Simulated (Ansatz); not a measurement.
Born–Oppenheimer molecular dynamics of CS2 + ClH3Si (8 atoms, charge 0, multiplicity 1). It starts from a relaxed structure.

Computed with UKS B3LYP-D4/6-31G* (Ansatz).

```json
{"ensemble": "NVT, Nosé–Hoover chain", "time step": "0.25 fs", "steps asked": "150", "set temperature": "700 K", "thermostat": "time constant 100 fs, chain length 3 (defaults)", "seed": "516553"}
```

Frames 0.5 fs apart, positions in Å.

Velocities at 22.5 fs (Å/ps):

```
Si 5.27 -2.99 -1.08
Cl -5.75 0.66 -1.52
H -11.13 -19.70 5.03
H 23.47 23.06 48.55
H -17.43 22.47 -14.99
S 3.48 0.50 -0.58
C 3.88 4.17 -1.18
S -3.05 -0.99 2.44
```

```xyz
8
Properties=species:S:1:pos:R:3 time_fs=22.5 energy_less_start_eV=0.097 T=582
Si 0.118 0.067 -1.580
Cl -1.581 -0.641 -0.722
H 0.475 1.448 -1.152
H -0.116 0.160 -3.110
H 1.224 -0.901 -1.278
S -1.014 -1.139 3.251
C 0.028 -0.131 2.647
S 1.047 0.920 2.060
8
Properties=species:S:1:pos:R:3 time_fs=23 energy_less_start_eV=0.065 T=624
Si 0.121 0.066 -1.580
Cl -1.584 -0.641 -0.723
H 0.470 1.438 -1.150
H -0.104 0.171 -3.084
H 1.215 -0.890 -1.286
S -1.012 -1.139 3.251
C 0.029 -0.129 2.646
S 1.046 0.920 2.062
8
Properties=species:S:1:pos:R:3 time_fs=23.5 energy_less_start_eV=0.053 T=641
Si 0.123 0.065 -1.581
Cl -1.587 -0.641 -0.723
H 0.464 1.428 -1.146
H -0.092 0.182 -3.058
H 1.206 -0.878 -1.293
S -1.010 -1.138 3.250
C 0.031 -0.127 2.646
S 1.044 0.919 2.063
8
Properties=species:S:1:pos:R:3 time_fs=24 energy_less_start_eV=0.063 T=628
Si 0.126 0.063 -1.582
Cl -1.590 -0.640 -0.724
H 0.458 1.418 -1.142
H -0.080 0.192 -3.030
H 1.198 -0.867 -1.301
S -1.009 -1.138 3.250
C 0.033 -0.125 2.645
S 1.042 0.919 2.064
8
Properties=species:S:1:pos:R:3 time_fs=24.5 energy_less_start_eV=0.096 T=586
Si 0.129 0.062 -1.583
Cl -1.593 -0.640 -0.725
H 0.452 1.409 -1.137
H -0.068 0.202 -3.003
H 1.191 -0.856 -1.308
S -1.007 -1.138 3.250
C 0.035 -0.123 2.645
S 1.041 0.918 2.065
8
Properties=species:S:1:pos:R:3 time_fs=25 energy_less_start_eV=0.147 T=522
Si 0.132 0.060 -1.584
Cl -1.596 -0.640 -0.725
H 0.446 1.401 -1.131
H -0.056 0.212 -2.979
H 1.186 -0.848 -1.314
S -1.005 -1.137 3.249
C 0.036 -0.121 2.644
S 1.039 0.917 2.067
8
Properties=species:S:1:pos:R:3 time_fs=25.5 energy_less_start_eV=0.205 T=448
Si 0.135 0.059 -1.585
Cl -1.599 -0.639 -0.726
H 0.441 1.394 -1.124
H -0.046 0.221 -2.958
H 1.183 -0.841 -1.319
S -1.003 -1.137 3.249
C 0.038 -0.119 2.644
S 1.038 0.917 2.068
8
Properties=species:S:1:pos:R:3 time_fs=26 energy_less_start_eV=0.257 T=382
Si 0.137 0.058 -1.585
Cl -1.602 -0.639 -0.727
H 0.436 1.389 -1.115
H -0.036 0.230 -2.942
H 1.183 -0.837 -1.324
S -1.001 -1.137 3.248
C 0.039 -0.118 2.644
S 1.036 0.916 2.069
8
Properties=species:S:1:pos:R:3 time_fs=26.5 energy_less_start_eV=0.290 T=339
Si 0.140 0.057 -1.586
Cl -1.605 -0.639 -0.727
H 0.431 1.385 -1.105
H -0.027 0.240 -2.932
H 1.187 -0.836 -1.328
S -0.999 -1.136 3.248
C 0.040 -0.116 2.644
S 1.035 0.916 2.070
8
Properties=species:S:1:pos:R:3 time_fs=27 energy_less_start_eV=0.296 T=331
Si 0.142 0.056 -1.586
Cl -1.608 -0.639 -0.728
H 0.427 1.382 -1.094
H -0.019 0.249 -2.928
H 1.193 -0.837 -1.330
S -0.997 -1.136 3.248
C 0.041 -0.115 2.644
S 1.033 0.915 2.071
8
Properties=species:S:1:pos:R:3 time_fs=27.5 energy_less_start_eV=0.274 T=361
Si 0.145 0.054 -1.587
Cl -1.611 -0.638 -0.728
H 0.423 1.381 -1.081
H -0.013 0.258 -2.932
H 1.202 -0.842 -1.332
S -0.995 -1.135 3.247
C 0.042 -0.114 2.644
S 1.032 0.915 2.072
8
Properties=species:S:1:pos:R:3 time_fs=28 energy_less_start_eV=0.229 T=418
Si 0.147 0.053 -1.587
Cl -1.615 -0.638 -0.729
H 0.419 1.382 -1.067
H -0.007 0.268 -2.942
H 1.214 -0.849 -1.333
S -0.993 -1.135 3.246
C 0.042 -0.113 2.645
S 1.031 0.915 2.074
```

Of the whole run (38 fs, mean temperature of the second half 428 K): The conserved energy stayed within 0.11 meV per atom of its start (net change 0.029 meV per atom), so the integration is sound. The mean temperature of the second half is 39 % below the set value. A run of 0.037 ps of so small a system gives no equilibrium averages.

Time of the run: 19 min on 2 threads of Arm Neoverse N1, on a shared host, peak memory 0.31 GiB.
